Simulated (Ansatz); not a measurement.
A short molecular-dynamics run on CH$_{3}$BOS (`BSC=O`).

```yaml
crystal:
  periodic: [false, false, false]
  atoms:
    - {symbol: B, position_ang: [0.354122, -0.500087, -1.226592]}
    - {symbol: S, position_ang: [0.455911, -0.995806, 0.466036]}
    - {symbol: C, position_ang: [-0.313466, 0.423884, 1.271826]}
    - {symbol: O, position_ang: [-0.452409, 0.503597, 2.447576]}
    - {symbol: H, position_ang: [0.790714, -1.243938, -2.045443]}
    - {symbol: H, position_ang: [-0.141128, 0.550047, -1.504246]}
    - {symbol: H, position_ang: [-0.632445, 1.194402, 0.545143]}
basis:
  gaussian: {orbitals: "6-31G*"}
hamiltonian: {xc: {name: PBE}, dispersion: d3bjatm}
md: {timestep: 1 fs, n_steps: 50, ensemble: nvt_nose_hoover, temperature: 1000, initial_velocities: maxwell_boltzmann, seed: 406}
```

```sh
$ ansatz run in.yaml --threads 2 --pin off --events-out ev --progress --plain --max-ram 4352MiB
```

```
step  time (fs)  potential energy (eV)  kinetic (eV)  T (K)  conserved (eV)
   0        0.0            -14634.7333        0.6463   1000     -14634.0870
   1        1.0            -14634.6984        0.6134    949     -14634.0850
   2        2.0            -14634.6486        0.5674    878     -14634.0812
   3        3.0            -14634.6387        0.5578    863     -14634.0810
   4        4.0            -14634.6720        0.5872    909     -14634.0848
   5        5.0            -14634.6934        0.6063    938     -14634.0872
   6        6.0            -14634.6648        0.5788    896     -14634.0862
   7        7.0            -14634.5981        0.5146    796     -14634.0837
   8        8.0            -14634.5292        0.4477    693     -14634.0818
   9        9.0            -14634.4874        0.4066    629     -14634.0812
  10       10.0            -14634.4826        0.4012    621     -14634.0818
  11       11.0            -14634.5046        0.4217    652     -14634.0835
  12       12.0            -14634.5272        0.4425    685     -14634.0856
  13       13.0            -14634.5211        0.4359    674     -14634.0862
  14       14.0            -14634.4804        0.3978    615     -14634.0839
  15       15.0            -14634.4411        0.3616    559     -14634.0811
  16       16.0            -14634.4421        0.3615    559     -14634.0825
  17       17.0            -14634.4653        0.3817    591     -14634.0858
  18       18.0            -14634.4625        0.3785    586     -14634.0865
  19       19.0            -14634.4199        0.3381    523     -14634.0846
  20       20.0            -14634.3622        0.2828    438     -14634.0825
  21       21.0            -14634.3205        0.2425    375     -14634.0814
  22       22.0            -14634.3113        0.2335    361     -14634.0816
  23       23.0            -14634.3322        0.2536    392     -14634.0827
  24       24.0            -14634.3652        0.2851    441     -14634.0846
  25       25.0            -14634.3806        0.2992    463     -14634.0865
  26       26.0            -14634.3526        0.2718    421     -14634.0863
  27       27.0            -14634.2889        0.2120    328     -14634.0829
  28       28.0            -14634.2414        0.1678    260     -14634.0801
  29       29.0            -14634.2511        0.1761    273     -14634.0818
  30       30.0            -14634.2943        0.2166    335     -14634.0849
  31       31.0            -14634.3236        0.2458    380     -14634.0856
  32       32.0            -14634.3241        0.2482    384     -14634.0844
  33       33.0            -14634.3105        0.2367    366     -14634.0830
  34       34.0            -14634.3039        0.2316    358     -14634.0821
  35       35.0            -14634.3182        0.2468    382     -14634.0820
  36       36.0            -14634.3551        0.2837    439     -14634.0829
  37       37.0            -14634.4001        0.3279    507     -14634.0847
  38       38.0            -14634.4265        0.3540    548     -14634.0861
  39       39.0            -14634.4159        0.3456    535     -14634.0852
  40       40.0            -14634.3859        0.3201    495     -14634.0819
  41       41.0            -14634.3846        0.3212    497     -14634.0807
  42       42.0            -14634.4294        0.3645    564     -14634.0835
  43       43.0            -14634.4798        0.4137    640     -14634.0863
  44       44.0            -14634.4931        0.4288    663     -14634.0862
  45       45.0            -14634.4666        0.4059    628     -14634.0843
  46       46.0            -14634.4260        0.3688    571     -14634.0824
  47       47.0            -14634.4005        0.3460    535     -14634.0813
  48       48.0            -14634.4080        0.3550    549     -14634.0814
  49       49.0            -14634.4468        0.3939    610     -14634.0829
  50       50.0            -14634.4940        0.4409    682     -14634.0851
```

Velocities are drawn at the set temperature; a run this short doesn't reach equilibrium.

Frames (Å, forces in eV/Å):

```xyz
7
time=0.0 fs
B     0.354   -0.500   -1.227    0.022   -0.016   -0.170
S     0.456   -0.996    0.466    0.318   -0.644    0.004
C    -0.313    0.424    1.272    0.017    0.172   -1.209
O    -0.452    0.504    2.448   -0.231    0.138    1.928
H     0.791   -1.244   -2.045    0.085   -0.140   -0.180
H    -0.141    0.550   -1.504   -0.107    0.228   -0.067
H    -0.632    1.194    0.545   -0.103    0.261   -0.306
7
time=2.0 fs
B     0.372   -0.500   -1.246   -0.878    1.159    1.467
S     0.454   -1.002    0.457    0.289   -0.653    0.084
C    -0.335    0.409    1.291    0.370    0.088   -1.654
O    -0.445    0.528    2.464   -0.260    0.032    1.986
H     0.823   -1.197   -2.003    0.878   -1.309   -1.513
H    -0.171    0.529   -1.522   -0.056    0.220   -0.075
H    -0.623    1.156    0.535   -0.342    0.462   -0.295
7
time=4.0 fs
B     0.388   -0.496   -1.261   -0.860    0.876    1.241
S     0.453   -1.009    0.448    0.247   -0.605    0.187
C    -0.356    0.394    1.304    0.446    0.505   -1.361
O    -0.439    0.552    2.484   -0.196   -0.194    0.950
H     0.887   -1.196   -2.013    0.671   -0.873   -1.083
H    -0.203    0.515   -1.543    0.082    0.058   -0.052
H    -0.627    1.133    0.515   -0.391    0.232    0.119
7
time=6.0 fs
B     0.400   -0.488   -1.271   -0.097   -0.295   -0.004
S     0.451   -1.017    0.440    0.196   -0.486    0.284
C    -0.376    0.381    1.314    0.446    1.065   -0.477
O    -0.433    0.576    2.507   -0.120   -0.555   -0.627
H     0.974   -1.227   -2.063   -0.281    0.435    0.309
H    -0.232    0.504   -1.566    0.226   -0.092   -0.023
H    -0.645    1.120    0.500   -0.370   -0.072    0.539
7
time=8.0 fs
B     0.413   -0.482   -1.282    0.350   -0.912   -0.578
S     0.450   -1.025    0.432    0.139   -0.298    0.349
C    -0.394    0.371    1.322    0.503    1.376    0.593
O    -0.427    0.599    2.528   -0.075   -0.946   -2.005
H     1.051   -1.242   -2.102   -0.857    1.085    1.029
H    -0.252    0.490   -1.590    0.310   -0.146   -0.002
H    -0.677    1.104    0.504   -0.370   -0.159    0.615
7
time=10.0 fs
B     0.426   -0.479   -1.294    0.356   -0.945   -0.399
S     0.450   -1.033    0.424    0.080   -0.058    0.389
C    -0.410    0.365    1.331    0.625    1.306    1.434
O    -0.422    0.619    2.545   -0.048   -1.248   -2.749
H     1.098   -1.218   -2.104   -0.886    1.023    1.005
H    -0.261    0.470   -1.613    0.294   -0.077    0.006
H    -0.724    1.083    0.531   -0.421   -0.002    0.315
7
time=12.0 fs
B     0.440   -0.479   -1.307   -0.172   -0.395    0.497
S     0.449   -1.042    0.416    0.027    0.203    0.413
C    -0.425    0.364    1.346    0.698    1.038    1.639
O    -0.417    0.637    2.555    0.005   -1.392   -2.730
H     1.111   -1.156   -2.069   -0.282    0.295    0.259
H    -0.258    0.447   -1.637    0.188    0.078    0.007
H    -0.787    1.062    0.570   -0.464    0.173   -0.085
7
time=14.0 fs
B     0.454   -0.481   -1.319   -1.232    0.614    1.900
S     0.448   -1.051    0.409    0.000    0.436    0.425
C    -0.437    0.366    1.365    0.497    0.890    0.816
O    -0.411    0.651    2.558    0.119   -1.336   -1.956
H     1.116   -1.084   -2.026    0.899   -0.883   -1.021
H    -0.249    0.428   -1.660    0.046    0.235    0.012
H    -0.867    1.047    0.606   -0.329    0.044   -0.176
7
time=16.0 fs
B     0.464   -0.480   -1.324   -1.397    0.762    2.162
S     0.448   -1.058    0.403   -0.001    0.612    0.442
C    -0.448    0.371    1.387   -0.017    0.784   -0.845
O    -0.406    0.662    2.557    0.303   -1.065   -0.573
H     1.152   -1.043   -2.019    1.163   -1.110   -1.237
H    -0.237    0.417   -1.683   -0.060    0.315    0.034
H    -0.959    1.033    0.636    0.011   -0.297    0.018
7
time=18.0 fs
B     0.468   -0.477   -1.322   -0.171   -0.093    0.862
S     0.447   -1.066    0.397    0.008    0.739    0.476
C    -0.458    0.378    1.406   -0.561    0.430   -2.500
O    -0.399    0.670    2.555    0.524   -0.666    0.946
H     1.229   -1.042   -2.056   -0.066   -0.179   -0.007
H    -0.228    0.418   -1.705   -0.053    0.247    0.092
H    -1.051    1.007    0.667    0.319   -0.477    0.131
7
time=20.0 fs
B     0.473   -0.475   -1.317    0.711   -0.520   -0.224
S     0.446   -1.072    0.392   -0.001    0.852    0.528
C    -0.471    0.387    1.417   -0.806   -0.134   -3.158
O    -0.391    0.677    2.555    0.705   -0.353    1.768
H     1.305   -1.048   -2.094   -1.055    0.464    0.903
H    -0.220    0.428   -1.723    0.070    0.040    0.197
H    -1.132    0.965    0.702    0.376   -0.348   -0.015
7
time=22.0 fs
B     0.479   -0.473   -1.312    0.868   -0.414   -0.618
S     0.446   -1.077    0.387   -0.048    0.980    0.607
C    -0.486    0.395    1.418   -0.583   -0.667   -2.325
O    -0.382    0.683    2.559    0.735   -0.298    1.296
H     1.342   -1.039   -2.099   -1.297    0.560    1.086
H    -0.210    0.440   -1.733    0.179   -0.152    0.297
H    -1.199    0.909    0.736    0.147   -0.010   -0.344
7
time=24.0 fs
B     0.489   -0.474   -1.309    0.437   -0.016   -0.307
S     0.445   -1.081    0.383   -0.131    1.120    0.712
C    -0.503    0.401    1.413   -0.125   -0.944   -0.664
O    -0.371    0.688    2.565    0.558   -0.444   -0.154
H     1.331   -1.008   -2.065   -0.822    0.202    0.618
H    -0.193    0.446   -1.732    0.164   -0.181    0.324
H    -1.260    0.853    0.757   -0.081    0.264   -0.529
7
time=26.0 fs
B     0.500   -0.474   -1.307   -0.653    0.659    0.802
S     0.444   -1.084    0.380   -0.222    1.239    0.819
C    -0.520    0.404    1.404    0.078   -0.904    0.673
O    -0.358    0.692    2.572    0.242   -0.624   -1.717
H     1.291   -0.971   -2.008    0.442   -0.628   -0.541
H    -0.170    0.446   -1.719    0.014   -0.013    0.249
H    -1.324    0.806    0.760    0.100    0.271   -0.284
7
time=28.0 fs
B     0.508   -0.472   -1.303   -1.402    1.028    1.695
S     0.443   -1.085    0.378   -0.299    1.295    0.926
C    -0.537    0.405    1.398    0.058   -0.785    1.320
O    -0.345    0.694    2.574   -0.092   -0.724   -2.768
H     1.267   -0.958   -1.971    1.402   -1.244   -1.423
H    -0.147    0.446   -1.697   -0.185    0.259    0.102
H    -1.383    0.769    0.751    0.517    0.171    0.149
7
time=30.0 fs
B     0.513   -0.467   -1.293   -0.386    0.275    0.865
S     0.442   -1.085    0.377   -0.351    1.261    1.045
C    -0.554    0.402    1.396    0.181   -0.812    1.461
O    -0.332    0.695    2.570   -0.340   -0.703   -3.077
H     1.291   -0.989   -1.985    0.475   -0.602   -0.637
H    -0.130    0.455   -1.671   -0.270    0.416   -0.029
H    -1.423    0.739    0.748    0.691    0.165    0.372
7
time=32.0 fs
B     0.515   -0.461   -1.279    0.700   -0.436   -0.412
S     0.440   -1.083    0.378   -0.377    1.138    1.155
C    -0.571    0.398    1.399    0.562   -1.022    1.190
O    -0.320    0.694    2.559   -0.428   -0.548   -2.608
H     1.333   -1.042   -2.022   -0.775    0.350    0.476
H    -0.123    0.479   -1.645   -0.114    0.242   -0.049
H    -1.438    0.716    0.759    0.431    0.276    0.248
7
time=34.0 fs
B     0.520   -0.456   -1.267    0.864   -0.444   -1.077
S     0.437   -1.080    0.379   -0.391    0.962    1.239
C    -0.585    0.389    1.405    0.983   -1.346    0.421
O    -0.309    0.692    2.541   -0.302   -0.261   -1.423
H     1.348   -1.084   -2.042   -1.234    0.808    0.926
H    -0.121    0.512   -1.621    0.165   -0.136    0.009
H    -1.437    0.703    0.778   -0.085    0.417   -0.094
7
time=36.0 fs
B     0.528   -0.452   -1.259    0.428   -0.072   -1.033
S     0.434   -1.076    0.383   -0.412    0.779    1.281
C    -0.597    0.377    1.413    0.956   -1.587   -0.972
O    -0.299    0.689    2.520    0.020    0.118    0.212
H     1.317   -1.096   -2.029   -0.994    0.749    0.749
H    -0.112    0.541   -1.597    0.343   -0.394    0.038
H    -1.438    0.705    0.794   -0.340    0.406   -0.274
7
time=38.0 fs
B     0.538   -0.449   -1.254   -0.490    0.582   -0.150
S     0.431   -1.071    0.387   -0.447    0.623    1.265
C    -0.606    0.359    1.418    0.412   -1.510   -2.495
O    -0.288    0.687    2.499    0.361    0.435    1.613
H     1.249   -1.080   -1.989   -0.069    0.072   -0.116
H    -0.090    0.555   -1.571    0.311   -0.343   -0.015
H    -1.452    0.723    0.801   -0.079    0.143   -0.101
7
time=40.0 fs
B     0.546   -0.443   -1.250   -1.446    1.243    1.172
S     0.427   -1.065    0.394   -0.493    0.494    1.194
C    -0.613    0.337    1.414    0.071   -1.029   -2.959
O    -0.277    0.685    2.482    0.424    0.433    1.921
H     1.179   -1.063   -1.954    1.086   -0.959   -1.300
H    -0.057    0.557   -1.546    0.083    0.030   -0.141
H    -1.468    0.746    0.804    0.276   -0.212    0.115
7
time=42.0 fs
B     0.549   -0.434   -1.241   -1.057    0.630    1.116
S     0.423   -1.058    0.401   -0.543    0.362    1.096
C    -0.620    0.311    1.402    0.410   -0.256   -1.932
O    -0.264    0.685    2.469    0.096    0.025    1.006
H     1.148   -1.080   -1.965    0.958   -0.836   -1.107
H    -0.021    0.560   -1.526   -0.200    0.518   -0.276
H    -1.474    0.761    0.810    0.336   -0.444    0.097
7
time=44.0 fs
B     0.548   -0.422   -1.229   -0.023   -0.585   -0.208
S     0.417   -1.051    0.410   -0.565    0.204    0.969
C    -0.625    0.284    1.383    1.214    0.507   -0.191
O    -0.252    0.684    2.459   -0.407   -0.560   -0.352
H     1.150   -1.126   -2.016   -0.028    0.291    0.216
H     0.008    0.582   -1.517   -0.250    0.602   -0.287
H    -1.469    0.759    0.820    0.059   -0.458   -0.147
7
time=46.0 fs
B     0.547   -0.412   -1.218    0.283   -0.786   -1.202
S     0.412   -1.043    0.421   -0.519    0.011    0.782
C    -0.627    0.259    1.364    1.926    1.062    1.247
O    -0.240    0.682    2.448   -0.810   -1.015   -1.359
H     1.153   -1.162   -2.060   -0.564    0.985    1.052
H     0.029    0.626   -1.518   -0.012    0.087   -0.114
H    -1.461    0.741    0.824   -0.305   -0.344   -0.406
7
time=48.0 fs
B     0.547   -0.405   -1.211    0.066   -0.290   -1.439
S     0.405   -1.036    0.432   -0.373   -0.215    0.505
C    -0.623    0.237    1.348    1.974    1.482    1.761
O    -0.230    0.678    2.433   -0.983   -1.170   -1.689
H     1.136   -1.163   -2.065   -0.559    1.022    1.146
H     0.049    0.673   -1.523    0.214   -0.501    0.103
H    -1.464    0.709    0.814   -0.338   -0.328   -0.387
7
time=50.0 fs
B     0.547   -0.399   -1.208   -0.425    0.436   -0.747
S     0.398   -1.029    0.444   -0.114   -0.478    0.114
C    -0.612    0.220    1.338    1.281    1.722    1.294
O    -0.222    0.671    2.415   -0.903   -0.971   -1.298
H     1.098   -1.126   -2.029   -0.071    0.398    0.492
H     0.077    0.703   -1.525    0.229   -0.694    0.215
H    -1.479    0.664    0.789    0.003   -0.413   -0.069
```

Run time 46 s (2 threads of an Arm Neoverse V1 on a shared host); peak host memory 0.12 GiB.
